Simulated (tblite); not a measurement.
Species: C7H6ClS (doublet state).
SMILES with atom numbers: `[CH3:1]/[C:2]([Cl:3])=[CH:4]\[c:5]1[c:6][cH:7][cH:8][s:9]1` (hydrogens: H10, H11, H12 on C1; H13 on C4; H14 on C7; H15 on C8)

Geometry (GFN2-xTB, Å), atoms numbered from 1 in this order:
```xyz
15
C7H6ClS angstrom
C     -2.058   -0.176    0.739
C     -1.880    0.033   -0.722
Cl    -3.346    0.109   -1.641
C     -0.699    0.162   -1.338
C      0.537    0.106   -0.618
C      0.769   -0.069    0.694
C      2.097   -0.081    1.122
C      2.937    0.096    0.062
S      2.102    0.275   -1.438
H     -2.628    0.638    1.183
H     -1.048   -0.208    1.196
H     -2.575   -1.113    0.939
H     -0.643    0.313   -2.405
H      2.421   -0.212    2.138
H      4.009    0.133    0.067
```

All values are computed: GFN2-xTB (tblite) harmonic vibrations without scaling, gas phase. The method is semi-empirical: single wavenumbers can be off by several per cent or more. One conformer, not necessarily the lowest. Open shells enter through the occupations alone, without spin polarisation, and single modes of such species can be off by tens of per cent.

Task: How many normal modes are there?

Result: 15 atoms, non-linear: 3N − 6 = 39.

Task: What is the point group of the computed structure, and how do the modes divide by symmetry?

Result: Cs. The vibrations span 26 a′ + 13 a″.

Task: How many distinct wavenumbers does the calculation give?

Result: 39: Cs has no degenerate species.

Task: How many fundamentals are allowed in the infrared by symmetry?

Result: 39 of 39: in Cs every mode is allowed. All fundamentals are allowed in the Raman spectrum.

Task: What zero-point energy do the modes add up to?

Result: ½Σν̃ = 22407 cm⁻¹ = 268.1 kJ/mol (39 modes), 127.3 kJ/mol of it from above 1550 cm⁻¹.

Task: How far is the lowest real mode excited at 200 K, as a harmonic oscillator?

Result: θ = hcν̃/k = 114 K for 79.2 cm⁻¹, so N1/N0 = 0.57 and ⟨v⟩ = 1/(exp(θ/T) − 1) = 1.3.
